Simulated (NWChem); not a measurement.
System meant: HfN₂H₄F₂; SMILES [F][Hf]([NH2])([F])[NH2]

Input file for NWChem:

```
start job
memory heap 200 mb stack 900 mb global 1100 mb
geometry units angstroms noautoz
  Hf     0.000000     0.000000     0.105673
  F      0.852639     1.366648     1.158425
  F     -0.852639    -1.366648     1.158425
  N     -1.459848     0.719373    -1.108792
  H     -2.457388     0.552867    -0.992455
  H     -1.330235     1.337111    -1.906813
  N      1.459848    -0.719373    -1.108792
  H      2.457388    -0.552867    -0.992455
  H      1.330235    -1.337111    -1.906813
end
basis spherical
  * library def2-svp
end
dft
  xc xpbe96 cpbe96
  iterations 150
  mulliken
end
task dft energy
```

End of the output:

```
          Convergence Information
          -----------------------
          Convergence aids based upon iterative change in
          total energy or number of iterations.
          Levelshifting, if invoked, occurs when the
          HOMO/LUMO gap drops below (HL_TOL):  1.00D-02
          DIIS, if invoked, will attempt to extrapolate
          using up to (NFOCK): 10 stored Fock matrices.

                    Damping( 0%)  Levelshifting(0.5)       DIIS
                  --------------- ------------------- ---------------
          dE  on:    start            ASAP                start
          dE off:    2 iters        150 iters           150 iters

      Screening Tolerance Information
      -------------------------------
          Density screening/tol_rho:  1.00D-10
          AO Gaussian exp screening on grid/accAOfunc:  14
          CD Gaussian exp screening on grid/accCDfunc:  20
          XC Gaussian exp screening on grid/accXCfunc:  20
          Schwarz screening/accCoul:  1.00D-08

      Superposition of Atomic Density Guess
      -------------------------------------

      charge =      72.0 Hf (Hafnium)

      symmetry species            s     p     d     f
      number of basis functions = 7     6     5     1
      number of cont. functions = 6     3     2     1
      number of closed shells   = 6     4     2     1
      number of open shells     = 0     0     1     0
      open shell occupation     = 0     0     2     0
 ------------------------------------------------------------------------
 atomscf:atomd: error in atom scf                   0
 ------------------------------------------------------------------------
 ------------------------------------------------------------------------
  current input line :
    22: task dft energy
 ------------------------------------------------------------------------
 ------------------------------------------------------------------------
 This error has not yet been assigned to a category
 ------------------------------------------------------------------------
 For more information see the NWChem manual at https://nwchemgit.github.io

0:atomscf:atomd: error in atom scf:Received an Error in Communication
```

### Question
Can this run be used? If not, why, and what is the fix?

### Answer
The run crashed. Cause: the def2 basis of a heavy element holds valence functions alone and wants its effective core potential (without it all electrons must fit into that basis). This input runs:
```
start job
memory heap 200 mb stack 900 mb global 1100 mb
geometry units angstroms noautoz
  Hf     0.000000     0.000000     0.105673
  F      0.852639     1.366648     1.158425
  F     -0.852639    -1.366648     1.158425
  N     -1.459848     0.719373    -1.108792
  H     -2.457388     0.552867    -0.992455
  H     -1.330235     1.337111    -1.906813
  N      1.459848    -0.719373    -1.108792
  H      2.457388    -0.552867    -0.992455
  H      1.330235    -1.337111    -1.906813
end
basis spherical
  * library def2-svp
end
ecp
  Hf library def2-ecp
end
dft
  xc xpbe96 cpbe96
  iterations 150
  mulliken
end
task dft energy
```
It converges to -359.32673 Ha (PBE/def2-SVP with def2 effective core potentials on Hf).
